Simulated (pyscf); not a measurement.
`[NH2][InH][F]`, singlet

Gas-phase minimum from PySCF at ωB97X-D3(BJ)/def2-SVP, one conformer. 

```
In
F 1 1.9664
N 1 1.9955 2 108.50
H 3 1.0127 1 124.79 2 -170.46
H 3 1.0139 4 111.91 1 -164.22
H 1 1.6957 2 117.69 3 178.12
```
Charge 0, spin multiplicity 1.

Properties at ωB97X-D3(BJ)/def2-SVP:

| Item | Value |
|---|---|
| Harmonic wavenumbers, unscaled | 101, 144, 338, 446, 459, 613, 654, 713, 1517, 1918, 3629, 3739 cm⁻¹ |
| Zero-point energy | 20.4 kcal/mol |
| Rotational symmetry number | 1 |
| Entropy of this conformer at 298 K and 1 atm, rigid rotor and harmonic oscillator, modes under 100 cm⁻¹ raised to 100 | 316.9 J/(mol K) |
| Dipole moment | 3.19 D |

Single-point totals, which compare only within one level (frozen core for MP2 and CC):

| level | total energy (hartree) |
|---|---|
| ωB97X-D3(BJ)/def2-TZVP | -346.72861 |
| PBE/def2-TZVP | -346.47123 |
| r²SCAN/def2-TZVP | -346.63160 |
| B3LYP-D3(BJ)/def2-TZVP | -346.70948 |
| PBE0-D3(BJ)/def2-TZVP | -346.47256 |
| M06-2X/def2-TZVP | -346.50243 |
| ωB97M-D3(BJ)/def2-TZVP | -346.69170 |
| HF/def2-TZVPP | -344.94229 |
| MP2/def2-TZVPP | -345.70315 |
| CCSD/def2-TZVPP | -345.70751 |
| CCSD(T)/def2-TZVPP | -345.73190 |

Soft torsions are taken as harmonic, which can shift the entropy by several J/(mol K). The CCSD(T) − MP2 part came from Ansatz, without density fitting, on the same reference. The frozen core leaves the outer d or s,p core shells of the metals and heavy elements correlated in the MP2 and CC values, and def2-TZVPP describes them poorly, so these totals are far from the basis limit. Elements past Kr carry the def2 core potentials, without spin-orbit coupling.
